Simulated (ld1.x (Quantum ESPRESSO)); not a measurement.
**P: one change to a TM potential, before and after**

phosphorus (P), norm-conserving Troullier–Martins (Kleinman–Bylander form), made with ld1.x (Quantum ESPRESSO) 7.5 (PBE, scalar-relativistic). Core [Ne], reference 3s2 3p2.5 (charge +0.5). Waves: 3p (bound): rc 1.65 bohr; 3s (bound): rc 1.65 bohr. Local part: the s channel. Core correction: none.

All-electron outer shells of the reference configuration (PBE, scalar-relativistic, ld1.x):

| shell | level (eV) | outermost node (bohr) | outermost maximum (bohr) |
| --- | --- | --- | --- |
| 3s | -18.43 | 0.65 | 1.56 |
| 3p | -9.67 | 0.64 | 1.79 |

Change: wave 3s (bound): rc 1.65 bohr becomes 3s (bound): rc 2.34 bohr.

Cutoffs: the cutoffs (Ry, on a coarse ladder) from which the occupation-weighted sum of valence levels, in a spherical-Bessel basis at the reference potential, stays within 10 and 1 mRy of its value at 400 Ry; they do not see the model core or the augmentation charge, which bear on the density cutoff. Errors are all-electron minus pseudo energies relative to the spin-unpolarised reference configuration.

Problem. Predict the effect on cutoff, ghosts and configuration errors.

Solution. The potential gets softer (25 Ry and 50 Ry → 12 Ry and 30 Ry); of the 7 tests that both files solve, the error grows in 5 and shrinks in 0 by more than 15 % and 0.3 meV (median size 1.1 → 5.3 meV); neither file shows a bound ghost. A larger radius leaves more room for a smooth pseudo-wave, so fewer plane waves are needed. More of the atom is replaced by a form fitted at one configuration, so other configurations suffer.

```tsv
quantity	base	changed
cutoff, loose	25 Ry	12 Ry
cutoff, tight	50 Ry	30 Ry
loose cutoff by channel (10 mRy a level)	p 8 Ry, s 18 Ry	p 8 Ry, s 10 Ry
bound ghosts	none	none
error for 3s2 3p3, meV [ΔE -3.77 eV]	+0.6	+2.5
error for 3s2 3p2, meV [ΔE 5.95 eV]	+0.4	+3.1
error for 3s2 3p1, meV [ΔE 25.10 eV]	+9.3	+41
error for 3s2 3p3.3, meV [ΔE -5.08 eV]	+1.1	+5.3
error for 3s1 3p4, meV [ΔE 4.76 eV]	+0.5	+0.6
error for 3s2 3p0, meV [ΔE 54.84 eV]	+45	+146
error for 3s1 3p0, meV [ΔE 106.85 eV]	+203	+227
```
